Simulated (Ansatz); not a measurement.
Consider the ligand exchange at a B–Se bond: `B[Se]C` + `[SiH3][SiH2]N[SiH2]Cl` → `BN([SiH2][SiH3])[SiH2]Cl` + `C[SeH]`.

Program: Ansatz. Geometries: PBE0-D4/def2-TZVP. ΔE: electronic, gas phase. CCSD(T)/CBS is the MP2 limit (def2-TZVPP, def2-QZVPP) plus CCSD(T) − MP2 in def2-TZVPP, frozen cores. DFT in def2-TZVPP. B3LYP here is the variant with VWN-RPA as its local correlation; programs differ in this. For Se outer-core shells are correlated without core-valence functions, which leaves a few kJ/mol of doubt a bond. Scalar relativity is left out up to krypton. Each species was taken in one conformer, which may not be the lowest.

```tsv
level	ΔE (kcal/mol)	difference from CCSD(T)/CBS
PBE-D4	-3.7	1.3
r2SCAN-D4	-4.0	1.0
PBE0-D4	-4.5	0.5
ωB97M-V	-6.3	-1.3
PBE	-2.9	2.1
r2SCAN	-3.8	1.2
B3LYP	-5.1	-0.1
HF/def2-TZVPP	-7.5	-2.5
MP2/def2-TZVPP	-5.4	-0.4
SCS-MP2/def2-TZVPP	-6.2	-1.2
CCSD/def2-TZVPP	-6.0	-1.0
CCSD(T)/def2-TZVPP	-5.6	-0.6
HF/def2-QZVPP	-7.7	-2.7
MP2/def2-QZVPP	-5.1	-0.1
HF/CBS(def2)	-7.7	-2.7
CCSD/CBS(def2)	-5.3	-0.3
CCSD(T)/CBS	-5.0	0
```

Largest T1 diagnostic among the species: 0.013.

The D4 term adds −1.1 kcal/mol with B3LYP and −0.7 kcal/mol with PBE0; it sums over pairs of atoms, weighted by their polarisabilities, and B3LYP, whose exchange is more repulsive, gets the larger term. In def2-TZVPP, CCSD(T) changes the Hartree–Fock value by +1.8 kcal/mol (the triples alone add +0.4 kcal/mol) and MP2 by +2.1 kcal/mol.
